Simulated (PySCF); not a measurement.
Bromine: a sound run and one with changed settings

Sound run: Br [Ar] 3d10 4s2 4p5, Br+ [Ar] 3d10 4s2 4p4. All numbers are calculated (PySCF 2.14, a scalar-relativistic core potential, in cc-pVTZ-PP with ECP10MDF (5s4p3d1f, 39 functions)). In the sound run the correlated levels freeze 3s2 3p6 3d10 outside the core potential. The sound run starts from symmetry-adapted Hartree-Fock orbitals and uses a fine grid where one is needed.

A second run was set up differently.

| species | method | sound run (hartree) | changed run (hartree) | converged |
| --- | --- | --- | --- | --- |
| Br | UHF | -415.49139 | -415.49139 | yes |
| Br | TPSS | -416.72719 | -416.72719 | yes |
| Br | PBE | -416.80374 | -416.80374 | yes |
| Br | MP2 | -415.62563 | -415.61632 | yes |
| Br | CCSD(T) | -415.64937 | -415.64937 | yes |
| Br+ | UHF | -415.09668 | -415.09668 | yes |
| Br+ | TPSS | -416.29380 | -416.29380 | yes |
| Br+ | PBE | -416.37154 | -416.37154 | yes |
| Br+ | MP2 | -415.20114 | -415.19416 | yes |
| Br+ | CCSD(T) | -415.22363 | -415.22363 | yes |

Ionisation energy of Br:

```csv
method,sound run (eV),changed run (eV)
UHF,10.741,10.741
TPSS,11.793,11.793
PBE,11.761,11.761
MP2,11.551,11.488
SCS-MP2,11.550,11.488
CCSD,11.552,11.552
CCSD(T),11.585,11.585
```

(1) What was changed?
A. radial grid too coarse
B. level shift left on
C. all electrons correlated in a valence basis
D. angular grid far too coarse

Results:

(1) B. It used initial guess 1e, at most 50 SCF cycles, level shift 0.1 hartree. A level shift leaves the converged SCF energy unchanged but raises the virtual orbital energies, which shrinks MP2 if it is not removed.
